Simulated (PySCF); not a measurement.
## `F[C@H]1C=C[C@H](C#C)C1`, C7H7F

Molfile (atoms numbered from 1):
```
C7H7F
     RDKit          3D

 15 15  0  0  0  0  0  0  0  0999 V2000
    2.7412   -0.7533    0.6051 C   0  0  0  0  0  0  0  0  0  0  0  0
    1.6004   -0.8411    0.2553 C   0  0  0  0  0  0  0  0  0  0  0  0
    0.2085   -0.9268   -0.1536 C   0  0  1  0  0  0  0  0  0  0  0  0
   -0.6874   -0.6237    1.0203 C   0  0  0  0  0  0  0  0  0  0  0  0
   -1.2960    0.5424    0.8999 C   0  0  0  0  0  0  0  0  0  0  0  0
   -0.9352    1.2295   -0.3852 C   0  0  2  0  0  0  0  0  0  0  0  0
   -2.0624    1.6372   -1.0783 F   0  0  0  0  0  0  0  0  0  0  0  0
   -0.1582    0.1700   -1.1788 C   0  0  0  0  0  0  0  0  0  0  0  0
    3.7444   -0.6861    0.9044 H   0  0  0  0  0  0  0  0  0  0  0  0
    0.0275   -1.9332   -0.5470 H   0  0  0  0  0  0  0  0  0  0  0  0
   -0.7535   -1.2977    1.8559 H   0  0  0  0  0  0  0  0  0  0  0  0
   -1.9775    0.9954    1.5971 H   0  0  0  0  0  0  0  0  0  0  0  0
   -0.3577    2.1470   -0.2074 H   0  0  0  0  0  0  0  0  0  0  0  0
   -0.8214   -0.2346   -1.9435 H   0  0  0  0  0  0  0  0  0  0  0  0
    0.7230    0.5828   -1.6660 H   0  0  0  0  0  0  0  0  0  0  0  0
  1  2  3  0
  2  3  1  0
  3  4  1  0
  4  5  2  0
  5  6  1  0
  6  7  1  0
  6  8  1  0
  8  3  1  0
  1  9  1  0
  3 10  1  6
  4 11  1  0
  5 12  1  0
  6 13  1  1
  8 14  1  0
  8 15  1  0
M  END
```

Method used: TDDFT CAM-B3LYP/aug-cc-pVDZ circular dichroism and optical rotation, one conformer, gas phase in PySCF 2.14.0. Geometry: GFN2-xTB.

Stereocentres: C3 R, C6 R.

Give the optical rotatory dispersion at 633, 589.3, 546, 436, 405, 365, 355 nm.

[α] in deg dm⁻¹ (g/mL)⁻¹:
```
λ (nm)  origin-invariant length gauge  modified velocity gauge  length gauge (centre of mass)  isotropic polarisability (au)
   633                         +307.0                   +300.7                         +307.3                           80.0
 589.3                         +361.9                   +354.6                         +362.3                           80.3
   546                         +433.2                   +424.4                         +433.6                           80.7
   436                         +760.4                   +745.0                         +761.0                           82.4
   405                         +928.0                   +909.1                         +928.6                           83.2
   365                        +1250.6                  +1225.3                        +1251.4                           84.6
   355                        +1360.1                  +1332.7                        +1360.9                           85.1
```

And for the mirror image at 589.3 nm?

-361.9 deg dm⁻¹ (g/mL)⁻¹ (origin-invariant length gauge): the same size and the opposite sign.

What is the molar rotation [Φ] = [α]·M/100 of the geometry above at 589.3 nm?

With M = 110.13 g/mol, +398.6 deg cm² dmol⁻¹ (origin-invariant length gauge).

The first excitation lies at 6.51 eV (190 nm) with R = -2.5 × 10⁻⁴⁰ esu² cm² (velocity form).
